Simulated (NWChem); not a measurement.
System: C$_{2}$H$_{4}$OS; SMILES CSC=O

Excerpt of the output:

```
             Northwest Computational Chemistry Package (NWChem) 7.3.0
             --------------------------------------------------------

 CS  symmetry detected

                             Geometry "geometry" -> ""
                             -------------------------

 Output coordinates in angstroms (scale by  1.889725989 to convert to a.u.)

  No.       Tag          Charge          X              Y              Z
 ---- ---------------- ---------- -------------- -------------- --------------
    1 C                    6.0000     1.09650493     1.16030501     0.00000000
    2 S                   16.0000    -0.66077187     0.69464757     0.00000000
    3 C                    6.0000    -0.50513651    -1.08269112     0.00000000
    4 O                    8.0000     0.52773433    -1.71877526     0.00000000
    5 H                    1.0000     1.67892167     0.21578295     0.00000000
    6 H                    1.0000     1.32541499     1.75213684    -0.90566686
    7 H                    1.0000     1.32541499     1.75213684     0.90566686
    8 H                    1.0000    -1.52748689    -1.54989908     0.00000000

 Effective nuclear repulsion energy (a.u.)     154.9798483889

      Symmetry information
      --------------------

 Group name             Cs
 Group number              2
 Group order               2
 No. of unique centers     7

                                 NWChem DFT Module
                                 -----------------

 Summary of "ao basis" -> "ao basis" (spherical)
 ------------------------------------------------------------------------------
       Tag                 Description            Shells   Functions and Types
 ---------------- ------------------------------  ------  ---------------------
 C                          pcseg-2                 10       30   4s3p2d1f
 S                          pcseg-2                 12       34   5s4p2d1f
 O                          pcseg-2                 10       30   4s3p2d1f
 H                          pcseg-2                  6       14   3s2p1d

      Symmetry analysis of basis
      --------------------------

        a'        117
        a"         63

            General Information
            -------------------
          SCF calculation type: DFT
          Wavefunction type:  closed shell.
          No. of atoms     :     8
          No. of electrons :    40
           Alpha electrons :    20
            Beta electrons :    20
          Charge           :     0
          Spin multiplicity:     1
          Use of symmetry is: on ; symmetry adaption is: on
          Maximum number of iterations: 150
          AO basis - number of functions:   180
                     number of shells:    66
          Convergence on energy requested:  1.00D-06
          Convergence on density requested:  1.00D-05
          Convergence on gradient requested:  5.00D-04

              XC Information
              --------------
                         B3LYP Method XC Potential
                     Hartree-Fock (Exact) Exchange  0.200
                        Slater Exchange Functional  0.800 local
                    Becke 1988 Exchange Functional  0.720 non-local
              Lee-Yang-Parr Correlation Functional  0.810
                  VWN I RPA Correlation Functional  0.190 local

             Grid Information
             ----------------
          Grid used for XC integration:  medium
          Radial quadrature: Mura-Knowles
          Angular quadrature: Lebedev.
          Tag              B.-S. Rad. Rad. Pts. Rad. Cut. Ang. Pts.
          ---              ---------- --------- --------- ---------
          C                   0.70       49          12.0       434
          S                   1.00       88          10.0       590
          O                   0.60       49          11.0       434
          H                   0.35       45          13.0       434
          Grid pruning is: on
          Number of quadrature shells:   370
          Spatial weights used:  Erf1

      Superposition of Atomic Density Guess
      -------------------------------------

 Sum of atomic energies:        -549.59598333

      Non-variational initial energy
      ------------------------------

 Total energy =    -551.263042
 1-e energy   =   -1063.454883
 2-e energy   =     357.211992
 HOMO         =      -0.305524
 LUMO         =      -0.011661

      Symmetry analysis of molecular orbitals - initial
      -------------------------------------------------

  Numbering of irreducible representations:

     1 a'          2 a"

  Orbital symmetries:

     1 a'          2 a'          3 a'          4 a'          5 a'
     6 a'          7 a'          8 a"          9 a'         10 a'
    11 a'         12 a'         13 a'         14 a'         15 a"
    16 a"         17 a'         18 a'         19 a'         20 a"
    21 a"         22 a'         23 a'         24 a'         25 a"
    26 a'         27 a'         28 a'         29 a"         30 a'

------------------------------------------------------------
EAF file 0: "./job.aoints.0" size=291504128 bytes
------------------------------------------------------------
               write      read    awrite     aread      wait
               -----      ----    ------     -----      ----
     calls:      556         0         0         0         0
   data(b): 2.92e+08  0.00e+00  0.00e+00  0.00e+00
   time(s): 0.00e+00  0.00e+00  0.00e+00  0.00e+00  0.00e+00
rate(mb/s): 0.00e+00  0.00e+00
------------------------------------------------------------

     ---------------------------------------------
      Total Density - Mulliken Population Analysis
     ---------------------------------------------

    Atom       Charge   Shell Charges
 -----------   ------   -------------------------------------------------------
    1 C    6     6.18   2.00  0.56  0.47  0.15  1.24  1.40  0.32  0.01  0.03  0.00
    2 S   16    16.01   2.01  0.40  1.57  1.00  0.83  5.92  0.81  2.50  0.88  0.00  0.07  0.01
    3 C    6     5.29   2.00  0.55  0.47  0.11  0.94  0.95  0.16  0.02  0.09  0.01
    4 O    8     8.83   2.00  0.65  0.89  0.30  2.13  2.23  0.59  0.00  0.03  0.00
    5 H    1     0.92   0.38  0.45  0.04  0.01  0.04  0.00
    6 H    1     0.91   0.39  0.44  0.04  0.01  0.03  0.00
    7 H    1     0.91   0.39  0.44  0.04  0.01  0.03  0.00
    8 H    1     0.94   0.38  0.47  0.06  0.01  0.03  0.00

   convergence    iter        energy       DeltaE   RMS-Dens  Diis-err
 ---------------- ----- ----------------- --------- --------- ---------
 d= 0,ls=0.0,diis     1   -552.0137056263 -7.07D+02  7.73D-03  1.32D+00
 d= 0,ls=0.0,diis     2   -551.5916636238  4.22D-01  6.12D-03  5.51D+00
 d= 0,ls=0.0,diis     3   -552.1194446541 -5.28D-01  1.78D-03  1.59D-01
 d= 0,ls=0.0,diis     4   -552.1277917679 -8.35D-03  9.35D-04  6.01D-02
 d= 0,ls=0.0,diis     5   -552.1354071496 -7.62D-03  1.82D-04  1.54D-03
  Resetting Diis
 d= 0,ls=0.0,diis     6   -552.1356192259 -2.12D-04  4.67D-05  1.73D-04
 d= 0,ls=0.0,diis     7   -552.1356403662 -2.11D-05  3.06D-05  1.43D-05
 d= 0,ls=0.0,diis     8   -552.1356373176  3.05D-06  1.87D-05  4.20D-05
 d= 0,ls=0.0,diis     9   -552.1356420687 -4.75D-06  3.72D-06  2.14D-06
 d= 0,ls=0.0,diis    10   -552.1356422532 -1.85D-07  9.68D-07  6.71D-08

         Total DFT energy =     -552.135642253176
      One electron energy =    -1066.318213436718
           Coulomb energy =      405.795148469642
    Exchange-Corr. energy =      -46.592425675000
 Nuclear repulsion energy =      154.979848388901

 Numeric. integr. density =       39.999998016758

                  Occupations of the irreducible representations
                  ----------------------------------------------

                     irrep           alpha         beta
                     --------     --------     --------
                     a'               16.0         16.0
                     a"                4.0          4.0

                       DFT Final Molecular Orbital Analysis
                       ------------------------------------

 Vector   18  Occ=2.000000D+00  E=-3.571326D-01  Symmetry=a'
              MO Center= -1.1D-01,  5.8D-01,  7.1D-16, r^2= 2.8D+00
   Bfn.  Coefficient  Atom+Function         Bfn.  Coefficient  Atom+Function
  ----- ------------  ---------------      ----- ------------  ---------------
    42      0.367343  2 S  px                 5     -0.241246  1 C  px
    35     -0.236479  2 S  s                 34     -0.208170  2 S  s
     8     -0.201497  1 C  px                36     -0.184487  2 S  px
    39      0.178762  2 S  px                45      0.177121  2 S  px
    33      0.152272  2 S  s                 99      0.144698  4 O  px

 Vector   19  Occ=2.000000D+00  E=-2.830394D-01  Symmetry=a'
              MO Center= -2.0D-02, -1.1D+00,  2.3D-16, r^2= 2.5D+00
   Bfn.  Coefficient  Atom+Function         Bfn.  Coefficient  Atom+Function
  ----- ------------  ---------------      ----- ------------  ---------------
   100      0.359015  4 O  py               103      0.304011  4 O  py
    43      0.282626  2 S  py                99      0.208416  4 O  px
   106      0.202462  4 O  py               168      0.198543  8 H  s
   102      0.174401  4 O  px                46      0.154318  2 S  py
   167      0.135390  8 H  s                 37     -0.132602  2 S  py

 Vector   20  Occ=2.000000D+00  E=-2.713659D-01  Symmetry=a"
              MO Center= -3.7D-01,  3.6D-01, -1.0D-15, r^2= 2.6D+00
   Bfn.  Coefficient  Atom+Function         Bfn.  Coefficient  Atom+Function
  ----- ------------  ---------------      ----- ------------  ---------------
    44      0.498265  2 S  pz                47      0.330941  2 S  pz
    38     -0.234586  2 S  pz                41      0.231262  2 S  pz
   101     -0.199125  4 O  pz               104     -0.166674  4 O  pz
   107     -0.125477  4 O  pz               140      0.097035  6 H  s
   154     -0.097035  7 H  s                  7     -0.089677  1 C  pz

 Vector   21  Occ=0.000000D+00  E=-4.482924D-02  Symmetry=a"
              MO Center= -3.3D-01, -9.4D-01, -5.7D-16, r^2= 2.4D+00
   Bfn.  Coefficient  Atom+Function         Bfn.  Coefficient  Atom+Function
  ----- ------------  ---------------      ----- ------------  ---------------
    77      0.517894  3 C  pz                74      0.416376  3 C  pz
   107     -0.388867  4 O  pz                71      0.370024  3 C  pz
    47     -0.312732  2 S  pz               101     -0.302415  4 O  pz
   104     -0.251808  4 O  pz                44     -0.203510  2 S  pz
    41     -0.103249  2 S  pz                38      0.096150  2 S  pz

 Vector   22  Occ=0.000000D+00  E=-8.816376D-03  Symmetry=a'
              MO Center= -5.8D-02,  7.5D-01, -1.7D-16, r^2= 6.2D+00
   Bfn.  Coefficient  Atom+Function         Bfn.  Coefficient  Atom+Function
  ----- ------------  ---------------      ----- ------------  ---------------
     4      1.761450  1 C  s                 68     -1.242567  3 C  s
    46     -0.698908  2 S  py               169      0.618892  8 H  s
    45     -0.578367  2 S  px               141     -0.564542  6 H  s
   155     -0.564542  7 H  s                127     -0.498277  5 H  s
    98      0.354759  4 O  s                 11     -0.237029  1 C  px

 Vector   23  Occ=0.000000D+00  E= 1.811908D-02  Symmetry=a'
              MO Center= -2.9D-01,  8.0D-02, -1.4D-14, r^2= 1.0D+01
   Bfn.  Coefficient  Atom+Function         Bfn.  Coefficient  Atom+Function
  ----- ------------  ---------------      ----- ------------  ---------------
   169      1.709812  8 H  s                  4     -1.529935  1 C  s
    68     -1.169375  3 C  s                141      1.039638  6 H  s
   155      1.039638  7 H  s                 75      0.666091  3 C  px
    12     -0.414691  1 C  py                46     -0.254382  2 S  py
    76      0.236540  3 C  py                98     -0.213652  4 O  s

------------------------------------------------------------
EAF file 0: "./job.aoints.0" size=425721856 bytes
------------------------------------------------------------
               write      read    awrite     aread      wait
               -----      ----    ------     -----      ----
     calls:      812         9         0      7299      7299
   data(b): 4.26e+08  4.72e+06  0.00e+00  3.83e+09
   time(s): 0.00e+00  0.00e+00  0.00e+00  0.00e+00  0.00e+00
rate(mb/s): 0.00e+00  0.00e+00
------------------------------------------------------------

     ---------------------------------------------
      Total Density - Mulliken Population Analysis
     ---------------------------------------------

    Atom       Charge   Shell Charges
 -----------   ------   -------------------------------------------------------
    1 C    6     6.16   2.00  0.53  0.49  0.14  1.38  1.29  0.30  0.01  0.03  0.00
    2 S   16    15.97   2.01  0.39  1.58  1.05  0.81  5.90  0.91  2.41  0.80  0.01  0.10  0.01
    3 C    6     5.78   2.00  0.56  0.49  0.08  1.29  1.05  0.17  0.02  0.11  0.01
    4 O    8     8.39   2.00  0.64  0.87  0.37  2.00  1.87  0.60  0.00  0.03  0.00
    5 H    1     0.90   0.42  0.41  0.02  0.01  0.04  0.00
    6 H    1     0.93   0.43  0.43  0.02  0.01  0.03  0.00
    7 H    1     0.93   0.43  0.43  0.02  0.01  0.03  0.00
    8 H    1     0.95   0.43  0.44  0.04  0.01  0.03  0.00

     -------------------------------------------
      Total Density - Lowdin Population Analysis
     -------------------------------------------

    Atom       Charge   Shell Charges
 -----------   ------   -------------------------------------------------------
    1 C    6     6.20   1.97  0.35  0.34  0.18  1.17  1.44  0.55  0.01  0.18  0.01
    2 S   16    15.42   1.96  0.82  1.16  0.80  0.59  5.71  1.18  2.07  0.99  0.01  0.12  0.02
    3 C    6     6.27   1.97  0.40  0.35  0.19  1.12  1.23  0.48  0.03  0.45  0.05
    4 O    8     8.10   1.99  0.58  0.59  0.33  1.85  1.90  0.77  0.00  0.07  0.01
    5 H    1     1.00   0.37  0.36  0.11  0.01  0.13  0.02
    6 H    1     1.00   0.37  0.37  0.11  0.01  0.12  0.02
    7 H    1     1.00   0.37  0.37  0.11  0.01  0.12  0.02
    8 H    1     1.01   0.37  0.38  0.13  0.01  0.11  0.02

     Multipole analysis of the density
     ---------------------------------

     L   x y z        total         alpha         beta         nuclear
     -   - - -        -----         -----         ----         -------
     0   0 0 0      0.000000    -20.000000    -20.000000     40.000000

     1   1 0 0     -0.176974     -0.088487     -0.088487      0.000000
     1   0 1 0      0.634870      0.317435      0.317435      0.000000
     1   0 0 1      0.000000      0.000000      0.000000      0.000000

     2   2 0 0    -22.591604    -58.834345    -58.834345     95.077085
     2   1 1 0      3.980829     -4.596344     -4.596344     13.173517
     2   1 0 1     -0.000000     -0.000000     -0.000000      0.000000
     2   0 2 0    -24.909472   -110.755342   -110.755342    196.601212
     2   0 1 1      0.000000      0.000000      0.000000      0.000000
     2   0 0 2    -23.662321    -14.760264    -14.760264      5.858206
```

Level: B3LYP/pcseg-2. All runs use the structure optimised with PBE-D3(BJ)/def2-SVP. B3LYP is NWChem's, with the RPA form of VWN correlation.

Problem. Reconstruct the input file.

Solution. This is not unique; one that fits is the input that was run:
```
start job
memory heap 200 mb stack 900 mb global 1100 mb
geometry units angstroms noautoz
  C      1.114210     1.137622     0.103828
  S     -0.613196     0.641149     0.376668
  C     -0.518971    -1.071907    -0.112940
  O      0.466945    -1.659086    -0.506152
  H      1.651224     0.240500    -0.267816
  H      1.155051     1.947867    -0.647660
  H      1.557728     1.483120     1.056098
  H     -1.530286    -1.550399    -0.004446
end
basis spherical
  * library pcseg-2
end
dft
  xc b3lyp
  iterations 150
  semidirect filesize 400000000
  mulliken
end
task dft energy
```
